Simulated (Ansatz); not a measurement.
Calculated with Ansatz (gas phase, PBE0-D4/def2-TZVP geometries, no zero-point term in ΔE). CCSD(T)/CBS adds triple-zeta CCSD(T) − MP2 to the extrapolated MP2 energy (def2 sets, frozen cores). This one scheme is used for every species. Functionals use def2-TZVPP. One conformer a species, not always the lowest.

Consider the cleavage of the Si–B bond: `FB[Si](Cl)(Cl)Cl` + H–F → `F[Si](Cl)(Cl)Cl` + `BF`.

| species | CAM-B3LYP-D4 energy (Eh) |
| --- | --- |
| `FB[Si](Cl)(Cl)Cl` | -1795.70677 |
| H–F | -100.46752 |
| `F[Si](Cl)(Cl)Cl` | -1770.29836 |
| `BF` | -125.94052 |

Question: Work out ΔE.

Answer: ΔE = (-1770.29836) + (-125.94052) − (-1795.70677) − (-100.46752) = -0.06459 Eh = -1.76 eV. CCSD(T)/CBS gives -1.67 eV.

Question: What do rigid-rotor, harmonic-oscillator terms from PBE0-D4/def2-TZVP frequencies (298.15 K, 1 bar) make of the CCSD(T)/CBS value? (Best estimate.)

Answer: Ansatz gave: ΔZPE = +0.02 eV, ΔH = -1.69 eV, ΔS = -12 J/(mol·K), ΔG = -1.65 eV. Modes under 50 cm⁻¹ make the entropy rough.

Largest T1 diagnostic among the species: 0.013.

Leaving LDA and LC-ωPBE aside and taking each functional with its dispersion term where it has one, the values, not all of them listed here, spread over 0.33 eV, from BHLYP-D4 to revPBE-D4. From PBE to PBE0 (25 % exact exchange), in def2-TZVPP and without D4, ΔE moves by −0.08 eV. In def2-TZVPP, CCSD(T) changes the Hartree–Fock value by +0.27 eV (the triples alone add +0.04 eV) and MP2 by +0.22 eV.
